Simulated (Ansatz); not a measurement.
C2H8S2Si, SMILES `C[SiH](S)CS` from Hartree–Fock to CCSD(T)

Cartesian coordinates in Å:
```
C 0.787 -1.299 0.787
Si 0.097 0.415 0.545
S -1.395 0.650 2.073
C -0.669 0.629 -1.157
S 0.565 0.406 -2.470
H 1.605 -1.490 0.090
H 1.178 -1.409 1.800
H 0.015 -2.058 0.635
H 1.150 1.452 0.699
H -1.639 1.942 1.797
H -1.532 -0.020 -1.317
H -1.018 1.658 -1.269
H 0.857 -0.878 -2.213
```

Total charge 0; spin multiplicity 1. The geometry is a stationary point of PBE0-D4/def2-TZVP. It is one conformer, not always the lowest. Frozen core, restricted reference, the Gaussian-basis code of Ansatz. CBS rows extrapolate triple and quadruple zeta; past MP2 they add the triple-zeta difference.

```tsv
basis	HF (Eh)	MP2 corr.	CCSD corr.	(T)	CCSD(T) total
def2-TZVPP	-1164.50301	?	?	?	?
def2-QZVPP	-1164.53841	?	–	–	–
CBS(def2)	-1164.54328	-0.94609	-1.01709	as TZ	-1165.59962
```

Problem. Fill in the withheld values. (An estimate is asked.)

Solution. Computed: def2-TZVPP MP2 corr.: -0.83548; def2-TZVPP CCSD corr.: -0.90649; def2-TZVPP (T): -0.03925; def2-TZVPP CCSD(T) total: -1165.44875; def2-QZVPP MP2 corr.: -0.89902.
